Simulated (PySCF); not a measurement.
C₃H₉Si, SMILES C[Si](C)C (connectivity only; charge and spin as stated), charge +1, multiplicity 1. Heavy atoms are numbered as in [CH3:1][Si:2]([CH3:3])[CH3:4]. Hydrogens are named by the atom that carries them.

The structure is a stationary point at ωB97X-D3(BJ)/def2-SVP. The multiplicity is an assumed one; no other spin state was optimised. The isomer is the one that the SMILES or the coordinates give; other isomers of the formula were not compared.

All values below come from PBE/pcSseg-1 in PySCF.

GIAO shieldings, no solvent; atoms alike by connectivity are averaged. δ = σ(ref) − σ: ¹³C against TMS (σ = 182.0 ppm); ²⁹Si against TMS (σ = 335.4 ppm); ¹H against TMS (σ = 31.49 ppm), references at their B3LYP-D3(BJ)/def2-TZVP geometries, non-relativistic.

Computed chemical shifts:
| nucleus | atoms | count | δ (ppm) |
|---|---|---|---|
| ¹³C | C1 (CH3) | 3 | 19.2 |
| ²⁹Si | Si2 | 1 | 417.2 |
| ¹H | H on C1 | 9 | 2.52 |
